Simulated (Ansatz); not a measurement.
A structure relaxed at r2SCAN-D4/def2-SVP in Ansatz, charge 1, singlet:

Cartesian coordinates in Å:
```
Na -0.554 2.671 -0.592
Na 1.642 1.030 -1.904
Na 1.339 5.202 -4.103
Na -1.189 -0.415 2.448
Na -1.478 -5.078 3.374
Na 1.425 -1.835 1.412
Na -1.294 -2.034 -0.306
S 0.811 3.312 -2.639
S -0.837 -3.017 2.123
S 0.136 0.164 0.186
```

(1) Give its formula.

(2) Summarise the bond lengths by kind (pairs closer than 1.2 times the sum of covalent radii, bridged metal pairs left out).

Answers

(1) Na₇S₃⁺.

(2) 12 × Na–S 2.45 to 2.72 Å.

Another isomer (singlet) lies 0.45 eV lower at PBE0-D4/def2-TZVP; other spin states weren't run for this one.
